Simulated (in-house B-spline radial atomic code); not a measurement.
The numbers below are computed, except where a source is named.
Correlation energy from the adiabatic connection: −V exp(−r²/w²), V = 1.33, w = 8.04

Two electrons in a singlet, external potential −V exp(−r²/w²), V = 1.33, w = 8.04 (atomic units). Full CI in B-splines (partial waves to l = 8, correlation up to 0.6 % small) with the density held fixed gives W(λ) = <V_ee>_λ − U, and E_c is the integral of W(λ) − W(0) from 0 to 1.

```csv
λ,W(λ) − W(0) (hartree)
0,0.00000
0.02,-0.00199
0.05,-0.00485
0.12,-0.01103
0.25,-0.02087
0.4,-0.03011
0.6,-0.03985
0.8,-0.04744
1,-0.05353
```

**Question.** Integrate the table by the trapezoid rule.

**Answer.** The strips give -0.00002, -0.00010, -0.00056, -0.00207, -0.00382, -0.00700, -0.00873, -0.01010, which sum to -0.03240 hartree. The direct value, W(1) − W(0) + T_c with T_c = 0.02099, is -0.03254; the curve is convex, so chords lie above it and the trapezoids fall short in size by 0.44 %.

**Question.** Now use only three numbers: W(0) = -0.29372, the initial slope W'(0) = -0.101 (extrapolated from the first points) and the strong-coupling limit of the point-charge-plus-continuum model, W∞ = -0.40176. What do second-order theory and the interpolation W(λ) = W∞ + (W(0) − W∞)/√(1 + 2χλ) of Seidl, Perdew and Levy give?

**Answer.** Second order keeps the slope alone: E_c = W'(0)/2 = -0.05050, +55 % in size against -0.03254. Matching the slope fixes χ = W'(0)/(W∞ − W(0)) = -0.101/(-0.10804) = 0.93484. Integrating, with s = √(1 + 2χ) = 1.694012, E_c = −(W(0) − W∞)(s − 1)/(s + 1) = −0.10804 × 0.694012/2.694012 = -0.02783 hartree, -14.5 % in size against the full result. At λ = 1 the formula gives W − W(0) = -0.04426 against -0.05353. Part of the miss can come from the model's W∞.
